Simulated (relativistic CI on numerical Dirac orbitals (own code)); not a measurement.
## Slater and spin-orbit integrals, Te18+

Computed by Dirac-Coulomb-Breit CI, separate exchange-only KLI orbitals for each configuration, model QED (radiative potential, 1s self-energy scaled to tabulated hydrogen-like ionisation energies), unscaled Slater integrals (own radial code, finite nucleus).

Slater integrals F^k, G^k are unscaled and averaged over j, outside the closed core [Ar] 3d10; ζ comes from projecting the Hamiltonian with its Breit term on Σ l·s of the shell.

- 4s²4p⁴: F^2(4p,4p) = 144030, ζ(4p) = 69001 cm⁻¹; <r>(4p) = 0.7205, <r^2>(4p) = 0.5856 (bohr units).
- 4s4p⁵: G^1(4s,4p) = 189320, ζ(4p) = 68896 cm⁻¹; <r>(4s) = 0.6956, <r^2>(4s) = 0.5429, <r>(4p) = 0.7208, <r^2>(4p) = 0.586 (bohr units).
- 4s²4p³4d: F^2(4p,4p) = 144050, ζ(4p) = 69250, F^2(4p,4d) = 138580, G^1(4p,4d) = 174890, G^3(4p,4d) = 111140, ζ(4d) = 7735.5 cm⁻¹; <r>(4p) = 0.7204, <r^2>(4p) = 0.5854, <r>(4d) = 0.7517, <r^2>(4d) = 0.6445 (bohr units).

Averages of the first 10 configurations, taken without configuration mixing, which lowers the lowest level and can move excited configurations by several eV; other configurations of the list can lie among them:

```csv
Configuration,Parity,States,Average energy above the lowest level (eV)
4s²4p⁴,even,15,11.7
4s4p⁵,odd,12,73.9
4p⁶,even,1,142.5
4s²4p³4d,odd,200,97.6
4s4p⁴4d,even,300,157.0
4s²4p³4f,even,280,188.8
4s4p⁴4f,odd,420,248.4
4p⁵4d,odd,60,222.8
4s4p³4d²,odd,1800,241.9
4s²4p²4d4f,odd,2100,275.1
```
